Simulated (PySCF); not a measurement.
These compounds are isomers of formula C5H12Si2.

A. `C=C(C)/C([SiH3])=C\[SiH3]`
B. `C[C@]12C[C@H](C1)[SiH2][SiH2]2`
C. SMILES CC(C)[SiH2]C#C[SiH3]
D. SMILES C#C[Si@H]([SiH3])C(C)C

Spectrum 1. $^{13}$C{$^{1}$H} NMR (computed): δ 117.7 (C), 113.9 (C), 20.8 (CH3), 17.0 (CH).

Spectrum 2. $^{13}$C{$^{1}$H} NMR (computed): δ 105.6 (CH), 88.5 (C), 21.6 (CH3), 20.7 (CH3), 20.1 (CH).

Spectrum 3. $^{13}$C{$^{1}$H} NMR (computed): δ 171.0 (C), 160.2 (C), 143.6 (CH), 117.7 (CH2), 25.9 (CH3).

Spectrum 4. $^{13}$C{$^{1}$H} NMR (computed): δ 40.2 (CH2), 34.7 (C), 26.2 (CH3), 19.0 (CH).

All values are calculated (PySCF 2.14): GFN2-xTB structure, NMR shieldings at PBE0/pcSseg-1/GIAO. Non-relativistic Hamiltonian, averaged over atoms made equivalent by symmetry, fast rotation or ring inversion, a single conformation, no solvent.

Scale: TMS for $^{13}$C (reference shieldings calculated alike). Shifts are as computed. Against solution values, carbons near 30 ppm lie about +3 ppm off and those near 130 ppm about +5 ppm. Of 1309 compounds with measured shifts, 239 miss one by over three times the rms of a fit or turn the order of signals round; such compounds aren't used in these exercises.

**Question.** Which spectrum belongs to which compound?

**Answer.** 1–C, 2–D, 3–A, 4–B.

- Spectrum 1 (C): 4 $^{13}$C signals; δC 20.8 is a methyl carbon; δC 117.7 is an alkyne carbon.
- Spectrum 2 (D): 5 $^{13}$C signals; δC 88.5 is an alkyne carbon; δC 21.6 is a methyl carbon.
- Spectrum 3 (A): 5 $^{13}$C signals; δC 160.2 is a fully substituted alkene carbon; δC 143.6 is an alkene CH.
- Spectrum 4 (B): 4 $^{13}$C signals; δC 40.2 is an sp3 CH2 in a ring; δC 26.2 is a methyl carbon.
